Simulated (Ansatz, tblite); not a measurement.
Adding an electron: Cd2Te⁺ (the lowest doublet isomer of a short search). Charge 1, multiplicity 2. Geometry: PBE-D4/def2-TZVP. Ansatz, gas phase; energy differences of separate SCF runs; the reduced species is a triplet (the singlet lies 0.21 eV higher at PBE0-D4/def2-TZVP).

```
atom   x (Å)   y (Å)   z (Å)
 Cd1  -0.136   2.421  -0.210
 Cd2  -0.245  -2.201   1.011
 Te3   0.381  -0.220  -0.801
```

In the def2 sets Cd, Te take a core potential; there is no spin–orbit coupling. The xTB rows come from tblite. Another isomer (doublet) lies 0.09 eV lower at PBE0-D4/def2-TZVP.

Estimate orbital energies and vertical electron affinities at: GFN1-xTB; GFN2-xTB; PBE-D4/def2-TZVP; r2SCAN-D4/def2-TZVP; PBE0-D4/def2-TZVP.


| level | −HOMO (eV) | −LUMO (eV) | vertical EA (eV) | HOMO–LUMO gap (eV) |
| --- | --- | --- | --- | --- |
| GFN1-xTB | – | – | 10.63 | – |
| GFN2-xTB | – | – | 9.76 | – |
| PBE-D4/def2-TZVP | 9.61 | 9.00 | 6.75 | 0.61 |
| r2SCAN-D4/def2-TZVP | 9.78 | 9.05 | 6.97 | 0.73 |
| PBE0-D4/def2-TZVP | 10.13 | 8.44 | 6.86 | 1.69 |

  HOMO and LUMO are the levels of the spin that leaves or enters (xTB has no such levels and no spin-polarisation term). Other spin states of the ions may lie lower, which would lower the ionisation energy or raise the affinity. Raw xTB energy differences between charge states are shifted by several eV; the methods need an empirical correction for them.
